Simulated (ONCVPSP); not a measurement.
# Which change was made? (F, ONCV)

ONCVPSP 4.0.1 input, shortened (lines: element, Z, core and valence counts, functional; n l f; lmax; l rc ep ncon nbas qcut; lloc lpopt rc5 dvloc0; l nproj debl; icmod fcfact rcfact), LDA (Perdew-Wang 92), scalar-relativistic:

```
  F 9.00    1    2  -001012      upf
    1    0    2.00
    2    0    2.00
    2    1    4.75
    2
    0    0.55    0.00    4    8   11.80
    1    1.45    0.00    4    8    9.60
    2    1.30    0.21    4    9    7.10
    4    5    0.40    3.00
    0    2    0.40
    1    3    1.60
    2    2    3.80
    2    0.60    0.95
```

In the s channel the program set the typed energies aside and used -1.237, 0.250 Ha.

Cutoffs, loose and tight: the cutoffs (Ha) at which the residual kinetic energy of the hardest occupied pseudo-wave falls to 1 and 0.1 mHa per electron. They do not see the model core or the augmentation charge, which bear on the density cutoff. Test errors are all-electron minus pseudo excitation energies from the reference, over the configurations 2s2 2p5; 2s2 2p4; 2s2 2p3; 2s1 2p5; variants that change the core or the reference have their own tests.

The base gives: outcome: generated, projector energies reset by the program; cutoff, loose: 146 Ha; cutoff, tight: 550 Ha; bound ghosts: s; GHOST(+) flags above zero: d; largest test error (meV): +254.

Question: After one change the result is: outcome: generated, projector energies reset by the program; cutoff, loose: 146 Ha; cutoff, tight: 550 Ha; bound ghosts: s; GHOST(+) flags above zero: d; largest test error (meV): +193. Which change was it?
A. p: nproj 1
B. local potential polynomial inside 0.40 bohr (lpopt 5, dvloc0 -1 Ha)
C. all radii but the core radius scaled by about 1.03 (s 0.56, p 1.50, d 1.34 bohr); local potential polynomial inside 0.42 bohr (lpopt 5, dvloc0 3 Ha)

Answer: A. The others give: local potential polynomial inside 0.40 bohr (lpopt 5, dvloc0 -1 Ha) → outcome: generated, projector energies reset by the program; cutoff, loose: 146 Ha; cutoff, tight: 550 Ha; bound ghosts: s, d; GHOST(+) flags above zero: none; largest test error (meV): +254 | all radii but the core radius scaled by about 1.03 (s 0.56, p 1.50, d 1.34 bohr); local potential polynomial inside 0.42 bohr (lpopt 5, dvloc0 3 Ha) → outcome: generated, projector energies reset by the program; cutoff, loose: 59 Ha; cutoff, tight: 511 Ha; bound ghosts: s; GHOST(+) flags above zero: d; largest test error (meV): +286.
